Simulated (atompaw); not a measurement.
Scattering properties, PAW (atompaw) potential for Zn (Z = 30)

zinc (Zn), PAW, made with atompaw 4.2.0.5 (LDA (PW92), scalar-relativistic). Core [Ne], reference 3s2 3p6 3d10 4s0 4p0 (charge +2). Waves: 3s (bound): rc 0.80 bohr; 4s (bound, empty): rc 1.05 bohr; 3p (bound): rc 0.95 bohr; 4p (bound, empty): rc 1.45 bohr; 3d (bound): rc 1.45 bohr; 3d channel at -0.9 Ry: rc 1.45 bohr. Local part: troulliermartins scheme with l = 3 at 0.5 Ry, radius 1.00 bohr. Core correction: smooth core density matched at 0.80 bohr. Augmentation charge: sinc compensation charge, radius 1.15 bohr; PAW radius 1.45 bohr; waves and projectors: custom rrkj gramschmidtortho.

The phase is arctan(r·u′/u) with u = r·R(r), unwrapped; energies in Ry, scanned from -13 to 5 Ry. A pole is an energy at which the radial function vanishes at the test radius. The pseudo phase is shifted by a multiple of π to meet the all-electron one at the reference energy, and phase errors are pseudo minus all-electron; the curves can meet again beyond the range given. Levels narrower than the energy grid can be missing from the lists of poles.

Problem. For each channel, where are the poles, and over which energies does the pseudopotential scatter like the atom?

Solution.

```csv
channel,radius (bohr),reference energy (Ry),"poles, all-electron","poles, pseudo",unbroken range about the reference energy with phases within 0.05 rad,phase error 1 Ry above the reference energy (rad)
s,1.46,-1.71,-10.68,-10.68,the whole range,-0.000
p,1.46,-1.15,-7.19,-7.20,below 1.2,-0.003
d,1.46,-2.30,-1.37,"-1.38, 4.08",below 1.6,-0.000
```

Phases in the d channel:

```json
{"E (Ry)": "-13.00", "all-electron": "1.370", "pseudo": "1.363"}
{"E (Ry)": "-12.04", "all-electron": "1.361", "pseudo": "1.354"}
{"E (Ry)": "-11.08", "all-electron": "1.351", "pseudo": "1.343"}
{"E (Ry)": "-10.12", "all-electron": "1.338", "pseudo": "1.331"}
{"E (Ry)": "-9.16", "all-electron": "1.324", "pseudo": "1.316"}
{"E (Ry)": "-8.20", "all-electron": "1.305", "pseudo": "1.298"}
{"E (Ry)": "-7.24", "all-electron": "1.282", "pseudo": "1.274"}
{"E (Ry)": "-6.28", "all-electron": "1.249", "pseudo": "1.242"}
{"E (Ry)": "-5.32", "all-electron": "1.199", "pseudo": "1.192"}
{"E (Ry)": "-4.36", "all-electron": "1.105", "pseudo": "1.099"}
{"E (Ry)": "-3.40", "all-electron": "0.834", "pseudo": "0.829"}
{"E (Ry)": "-2.44", "all-electron": "-0.736", "pseudo": "-0.736"}
{"E (Ry)": "-1.48", "all-electron": "-1.542", "pseudo": "-1.542"}
{"E (Ry)": "-0.52", "all-electron": "-1.721", "pseudo": "-1.721"}
{"E (Ry)": "0.44", "all-electron": "-1.825", "pseudo": "-1.829"}
{"E (Ry)": "1.40", "all-electron": "-1.922", "pseudo": "-1.957"}
{"E (Ry)": "2.36", "all-electron": "-2.046", "pseudo": "-2.299"}
{"E (Ry)": "3.32", "all-electron": "-2.244", "pseudo": "-4.243"}
{"E (Ry)": "4.28", "all-electron": "-2.621", "pseudo": "-4.761"}
```
